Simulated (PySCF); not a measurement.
# Reading the logs of faulty runs: B2CFH3

Calculated results; nothing here was measured. They come from PySCF 2.14.0, an open-source quantum chemistry program, on an isolated molecule that a program drew, which may never have been made. The molecule is B2CFH3 (charge 0, singlet), drawn as the SMILES string `BC=BF`.

Each row is a Hartree-Fock (HF) and frozen-core CCSD(T) single point in the cc-pVDZ basis, meant for a local HF minimum. Run 1 is clean. Each other run has one planted mistake out of seven kinds, and not every kind appears here: one electron removed, one electron added, multiplicity raised by two, geometry at a saddle point, minimal basis STO-3G, one bond length entered in bohr, all coordinates scaled. The reference is restricted for singlets and unrestricted otherwise, and also for a bond in bohr. Adding or removing an electron swaps singlet and doublet. Electrons count all cores. HOMO and LUMO are orbital energies over both spins, the gradient is its largest component, and the lowest frequency (negative if imaginary) is given only where the gradient is small. Bond lengths are over the 6 bonds as drawn. T1 is the CCSD diagnostic: over 0.02 (restricted) or 0.045 (unrestricted) a single reference is doubtful.

Geometry of the clean run:
```xyz
7
B2CFH3, angstrom
B    -0.4295    0.5871    0.0880
C    -0.0160   -0.3714   -1.0110
B    -0.4757   -1.5757   -0.4950
F    -0.9319   -2.6308    0.0601
H    -1.0026    0.1424    1.0599
H    -0.2195    1.7682    0.0486
H     0.4956   -0.1316   -1.9273
```

```
run,electrons,basis functions,<S^2>,HOMO (eV),LUMO (eV),gradient (hartree/bohr),lowest frequency (cm^-1),mean bond (Å),longest bond (Å),T1,HF (hartree),CCSD(T) (hartree),mistake
1,28,71,0.000,-9.90,3.08,2.7e-05,89,1.2784,1.516,0.0152,-188.42923,-188.95240,no fault
2,28,71,1.015,-9.72,1.63,3.8e-02,-,1.4843,2.624,0.0419,-188.26589,-188.76798,one bond length entered in bohr
3,27,71,0.755,-18.87,-7.48,1.1e-01,-,1.2784,1.516,0.0163,-188.11505,-188.59363,one electron removed
4,28,23,0.000,-7.53,7.33,3.4e-02,-,1.2784,1.516,0.0166,-185.91064,-186.11351,minimal basis STO-3G
5,28,71,2.014,-5.03,-0.62,6.1e-02,-,1.2784,1.516,0.0162,-188.27005,-188.76943,multiplicity raised by two
6,29,71,0.837,1.45,9.14,4.1e-02,-,1.2784,1.516,0.0223,-188.34479,-188.88544,?
```

**Which mistake was planted in run 6, and what did it cost?**

It counts 29 electrons, one more than the clean run, at the same geometry and basis. So the mistake is: one electron added. Subtracting run 1 and multiplying by 627.51 kcal/mol a hartree, the energy moved by 53.0 kcal/mol in HF and 42.0 kcal/mol in CCSD(T).

Cautions from the logs. Run 6: the HOMO is above zero, so the electron isn't bound and the energy depends on the basis.
